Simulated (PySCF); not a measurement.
CH3Cl2NSi2. Atoms are numbered in the order given.

```xyz
9

Cl     1.4192    -0.1202     1.6667
Si     0.2265     0.0221     0.0000
Cl     1.4192    -0.1202    -1.6667
N     -0.7296     1.5347     0.0000
C     -1.9308     1.0688     0.0000
Si    -1.9258    -0.8655     0.0000
H     -2.7874     1.7701     0.0000
H     -2.4911    -1.5149    -1.2214
H     -2.4911    -1.5149     1.2214
```
Charge 0, spin multiplicity 1.

The structure is a stationary point at PBE0-D3(BJ)/def2-SVP. The structure was generated by enumeration, and PubChem lists no compound with its InChIKey, so it may never have been made.

These are PBE/def2-TZVP in PySCF values and carry that method's errors.

Symmetry labels are those of the subgroup Cs that the program uses (full group Cs).

Computed valence orbital energies around the gap with their symmetry:
```json
[
 {"orbital": "HOMO−7", "symmetry": "A\"", "energy (eV)": "-9.44"},
 {"orbital": "HOMO−6", "symmetry": "A'", "energy (eV)": "-9.05"},
 {"orbital": "HOMO−5", "symmetry": "A\"", "energy (eV)": "-8.70"},
 {"orbital": "HOMO−4", "symmetry": "A'", "energy (eV)": "-8.49"},
 {"orbital": "HOMO−3", "symmetry": "A\"", "energy (eV)": "-8.16"},
 {"orbital": "HOMO−2", "symmetry": "A\"", "energy (eV)": "-7.90"},
 {"orbital": "HOMO−1", "symmetry": "A'", "energy (eV)": "-7.11"},
 {"orbital": "HOMO", "symmetry": "A'", "energy (eV)": "-6.00"},
 {"orbital": "LUMO", "symmetry": "A\"", "energy (eV)": "-2.77"},
 {"orbital": "LUMO+1", "symmetry": "A'", "energy (eV)": "-1.66"},
 {"orbital": "LUMO+2", "symmetry": "A\"", "energy (eV)": "-1.23"},
 {"orbital": "LUMO+3", "symmetry": "A'", "energy (eV)": "-0.96"}
]
```
